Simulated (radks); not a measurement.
Results of a calculation; reference values are marked as such.
Task: All-electron atom: Co I in [Ar] 3d7 4s1.5 4p0.5 (fractional occupations, a model configuration). Level of theory: Dirac Kohn-Sham, PBE, spin-unpolarised, spherical densities, finite nucleus; open shells fill j = l - 1/2 first; Fermi nuclear charge, rms radius 3.7875 fm (a radial shooting solver on a logarithmic mesh with Libxc functionals).

Spin-orbit splittings of the eigenvalues, e(l+1/2) - e(l-1/2), with zeta = 2 splitting/(2l+1) and mean radii in bohr:

shell  occ.  splitting (eV)  zeta (eV)  <r> j=l-1/2  <r> j=l+1/2
2p        6           14.82      9.882       0.2228       0.2259
3p        6               ?          ?       0.8097       0.8194
3d        7          0.1927    0.07709        1.061        1.068
4p      0.5         0.05236    0.03491        4.228        4.290

Estimate the 3p splitting.

Result: 1.852 eV (zeta = 1.235 eV).
